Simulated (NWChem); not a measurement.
System: CrNH2O2Cl; SMILES [NH]=[Cr](=[O])([OH])[Cl]

```xyz
7

Cr     0.0538    -0.3349     0.0316
O      0.8437    -0.7723     1.2971
N      0.8379    -0.8044    -1.3110
H      1.7485    -1.2794    -1.4443
Cl    -0.0873     1.8210    -0.0048
O     -1.5403    -1.0579     0.0494
H     -1.8486    -1.3679    -0.8268
```
Atoms are numbered in this order, from 1.

All runs: NWChem. Structure relaxed at the PBE-D3(BJ)/def2-SVP level.

Question: Taking TPSS/pcseg-2 as the yardstick, which of these has the fewest basis functions while keeping “dipole (D)” within 0.05 D of it: TPSS/STO-3G; TPSS/def2-SVP; TPSS/pcseg-1; TPSS/aug-pcseg-1?

Answer: TPSS/aug-pcseg-1.
| level | basis functions | dipole (D) |
|---|---|---|
| TPSS/STO-3G | 44 | 3.36 |
| TPSS/pcseg-1 | 101 | 3.20 |
| TPSS/def2-SVP | 101 | 3.17 |
| TPSS/aug-pcseg-1 | 161 | 2.98 |
| TPSS/pcseg-2 | 208 | 3.02 |

The yardstick is one finite set, not the basis-set limit.
